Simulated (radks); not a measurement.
The strontium ion Sr22.4+, 15.6 electrons, occupied as [He] 2s2 2p5.6 3s2 3p4 (fractional occupations, a model configuration).

All-electron calculation, scalar-relativistic Kohn-Sham, SCAN, spin-unpolarised, spherical densities, finite nucleus; meta-GGA in the generalised Kohn-Sham scheme; Fermi nuclear charge, rms radius 4.224 fm. Program: a radial shooting solver on a logarithmic mesh with Libxc functionals.

Energy parts (eV):
| part | energy |
|---|---|
| total | -77214.220 |
| kinetic | 79423.451 |
| electron-nucleus | -169536.814 |
| Hartree | 14882.027 |
| exchange-correlation | -1982.883 |

Orbitals (lengths in bohr, moments of r in powers of bohr; r(max) is where P^2 peaks; r(90%) holds 90 % of the orbital's charge):
| orbital | occ. | eigenvalue (eV) | <r> | <r^2> | r(90%) | r(max) |
|---|---|---|---|---|---|---|
| 1s | 2 | -17000.61 | 0.03916 | 0.002067 | 0.0701 | 0.02554 |
| 2s | 2 | -3150.006 | 0.1698 | 0.03391 | 0.262 | 0.1440 |
| 2p | 5.6 | -2916.603 | 0.1478 | 0.02661 | 0.240 | 0.1152 |
| 3s | 2 | -1126.461 | 0.4285 | 0.2086 | 0.622 | 0.4008 |
| 3p | 4 | -1048.845 | 0.4185 | 0.2016 | 0.619 | 0.3879 |

The highest occupied level is 3p at -1048.8 eV. Summed over all electrons, <r^2> = 1.445 bohr^2, which gives a Langevin (diamagnetic) susceptibility term of -1.14 x 10^-6 cm^3/mol. The electron density at the nucleus is 6.235e+04 e/bohr^3 (large components only).
